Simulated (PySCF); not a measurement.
# A geometry optimisation of Ge2H2 with PBE0-D3(BJ)/def2-SVP

The starting geometry of this gas-phase singlet was optimised with GFN2-xTB.

```xyz
4

Ge   -0.5922   -0.5722    0.7606
Ge    0.2383   -0.1328   -1.4015
H     0.8444   -1.4602   -0.2955
H     0.6797    0.6849    0.3575
```

Problem. Predict what it relaxes into with PBE0-D3(BJ)/def2-SVP.

Solution. New bonds form, giving a structure with H3 bridging Ge2 and Ge1, H4 bridging Ge1 and Ge2, given below by its coordinates. Contacts that close: Ge1–H3 (1.99 → 1.78 Å), Ge2–H4 (1.99 → 1.78 Å).

The energy falls by 0.21 eV over 12 steps:

```csv
step,E − E(last) (eV)
1,0.215
2,0.028
3,0.109
5,0.003
6,0.028
7,0.007
8,0.001
10,0.000
11,0.000
12,0.000
```

Final geometry (Å):

```xyz
4

Ge   -0.5058   -0.6349    0.7774
Ge    0.3198   -0.0760   -1.3579
H     0.7319   -1.3951   -0.2434
H     0.6249    0.6257    0.2440
```

The end wasn't checked by frequencies. Run with PySCF 2.14.0, 38 s on 2 threads of Arm Neoverse V1 (shared host).
